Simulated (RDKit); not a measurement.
Input file for RDKit: UFF on ClH3SiTe (SMILES [SiH3][Te]Cl), a point of a torsion scan.

```python
from rdkit import Chem
from rdkit.Chem import AllChem, rdDetermineBonds

blocks = [
'''6

Si   -0.73107909   -0.00875245    0.01778882
Te    1.40385526    1.29475095   -0.11814175
Cl    2.55871880   -0.12458694    1.36507487
H    -0.96942378   -0.44416127    1.38630485
H    -1.75507469    0.92310362   -0.43511191
H    -0.71782286   -1.17473242   -0.86342457
''',
]
mol = None
for b in blocks:
    f = Chem.MolFromXYZBlock(b)
    rdDetermineBonds.DetermineBonds(f, charge=0)
    mol = f if mol is None else Chem.CombineMols(mol, f)
Chem.SanitizeMol(mol)
print(Chem.MolToSmiles(Chem.RemoveHs(mol)))
ff = AllChem.UFFGetMoleculeForceField(mol, vdwThresh=100.0, ignoreInterfragInteractions=False)
e = ff.CalcEnergy()
print(f'UFF energy {e:.6f} kcal/mol')
```

Program output:

```
[SiH3][Te]Cl
UFF energy 1.104325 kcal/mol
```

The run finished.

Cost: very roughly 0.020 core-seconds.
